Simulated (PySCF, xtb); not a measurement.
o-xylylene (C₈H₈), SMILES C=c1ccccc1=C.

Harmonic wavenumbers (cm⁻¹) from GFN2-xTB run with xtb 6.7.1 at its own minimum, in rising order: 30, 209, 372, 401, 408, 414, 461, 558, 597, 661, 718, 765, 790, 843, 846, 859, 872, 918, 923, 938, 958, 1054, 1161, 1178, 1235, 1307, 1323, 1398, 1408, 1437, 1550, 1598, 1620, 1652, 3067, 3068, 3080, 3089, 3111, 3112, 3142, 3150.

What does PBE-D3(BJ)/def2-SVP (PySCF 2.14.0) give at its own minimum? (Estimate from the structure and the level; the computed values follow.)

55, 233, 347, 405, 429, 431, 491, 576, 619, 656, 721, 738, 775, 820, 848, 854, 867, 930, 934, 955, 974, 1003, 1136, 1136, 1217, 1288, 1313, 1384, 1384, 1428, 1565, 1578, 1598, 1656, 3086, 3088, 3105, 3110, 3123, 3134, 3186, 3188. Paired by order, the mean absolute difference is 19 cm⁻¹ and the zero-point energies are 80.5 and 80.6 kcal/mol.
